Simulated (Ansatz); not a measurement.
`C[AsH]N[SiH3]` and `CN[AsH]C` differ in one atom or group.

Ansatz, PBE0-D4/def2-TZVP geometries, multiplicity 1. Each molecule was computed in one conformer, which needn't be the lowest.

Scalar relativity is left out up to krypton.

```csv
property,`C[AsH]N[SiH3]`
HOMO–LUMO gap (ωB97M-V/def2-TZVPP) / eV,10.81
HOMO energy (PBE0/def2-TZVPP) / eV,-6.98
HOMO–LUMO gap (PBE/def2-TZVPP) / eV,4.87
HOMO–LUMO gap (PBE0/def2-TZVPP) / eV,6.91
size of the dipole moment (PBE/def2-TZVPP) / D,0.68
HOMO energy (ωB97M-V/def2-TZVPP) / eV,-9.17
```

(1) What does the change do to each property? (An estimate is asked.)

Answers

(1) Ansatz gave: 
```csv
property,`CN[AsH]C`,shift
HOMO–LUMO gap (ωB97M-V/def2-TZVPP) / eV,11.11,0.30
HOMO energy (PBE0/def2-TZVPP) / eV,-6.66,0.32
HOMO–LUMO gap (PBE/def2-TZVPP) / eV,4.88,0.01
HOMO–LUMO gap (PBE0/def2-TZVPP) / eV,7.12,0.21
size of the dipole moment (PBE/def2-TZVPP) / D,1.07,0.39
HOMO energy (ωB97M-V/def2-TZVPP) / eV,-8.95,0.22
```

With PBE0 the HOMO rises by 0.32 eV and the LUMO rises by 0.53 eV, so the gap widens by about 0.21 eV. PBE moves the HOMO by 0.51 eV and ωB97M-V by 0.22 eV. Dipoles are sizes alone; their direction can turn.
